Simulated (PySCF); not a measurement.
## Working out the ionisation energy of Sn

Sn [Kr] 4d10 5s2 5p2 (3P) → Sn⁺ [Kr] 4d10 5s2 5p1 (2P). Computed with PySCF 2.14 in aug-cc-pVTZ-PP with one added diffuse shell each of d, f type with ECP28MDF (6s5p5d3f, 67 functions), with scalar relativity through the core potential. Frozen: 4s2 4p6 4d10. Energies in hartree (1 hartree = 27.21139 eV):

```csv
part,Sn (lower),Sn⁺ (upper)
UHF,-213.340272,-213.088510
MP2 opposite-spin,-0.036025,-0.030129
MP2 same-spin,-0.007631,-0.002224
```

What does Hartree-Fock give?

(-213.088510) − (-213.340272) = 0.251762 hartree = 6.851 eV.

What do MP2 and SCS-MP2 (6/5 opposite-spin, 1/3 same-spin) give?

The opposite-spin parts differ by 0.160 eV and the same-spin parts by 0.147 eV. MP2: 6.851 + (0.160) + (0.147) = 7.158 eV. SCS-MP2: 6.851 + 1.2 × (0.160) + (0.147)/3 = 7.092 eV.

Measured between the centres of the two terms (NIST): 7.389 eV, so MP2 (valence) is off by -0.231 eV.

What remains against the reference includes basis incompleteness, the frozen core and correlation beyond second order.
